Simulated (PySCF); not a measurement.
**Krypton: a sound run and one with changed settings**

Sound run: Kr⁺ [Ar] 3d10 4s2 4p5, Kr²⁺ [Ar] 3d10 4s2 4p4. Calculation: PySCF 2.14, in 6-31G*; no relativity, point nucleus. In the sound run the correlated levels freeze [Ar] 3d10. The sound run starts from symmetry-adapted Hartree-Fock orbitals and uses a fine grid where one is needed.

Changed run: scalar relativity by spin-free X2C-1e. This setting is unsound on purpose.

| species | method | sound run (hartree) | changed run (hartree) | converged |
| --- | --- | --- | --- | --- |
| Kr⁺ | UHF | -2751.19566 | -2778.86840 | yes |
| Kr⁺ | PBE0 | -2752.61410 | -2780.28540 | yes |
| Kr⁺ | TPSS | -2752.81181 | -2780.48186 | yes |
| Kr⁺ | MP2 | -2751.28775 | -2778.95982 | yes |
| Kr⁺ | CCSD(T) | -2751.30297 | -2778.97470 | yes |
| Kr²⁺ | UHF | -2750.34076 | -2778.00909 | yes |
| Kr²⁺ | PBE0 | -2751.71725 | -2779.38395 | yes |
| Kr²⁺ | TPSS | -2751.91414 | -2779.57956 | yes |
| Kr²⁺ | MP2 | -2750.41406 | -2778.08183 | yes |
| Kr²⁺ | CCSD(T) | -2750.43075 | -2778.09811 | yes |

Ionisation energy of Kr⁺:

| method | sound run (eV) | changed run (eV) |
| --- | --- | --- |
| UHF | 23.263 | 23.383 |
| PBE0 | 24.405 | 24.530 |
| TPSS | 24.427 | 24.553 |
| MP2 | 23.774 | 23.891 |
| SCS-MP2 | 23.746 | 23.863 |
| CCSD | 23.728 | 23.847 |
| CCSD(T) | 23.734 | 23.853 |

Most of the change in total energy is the relativistic energy itself. On top of that the contraction fixes the core shape for the Hamiltonian it was made with, so the changed run is not a good calculation with the other Hamiltonian either.

For comparison, NIST gives 24.360 eV between the lowest levels.
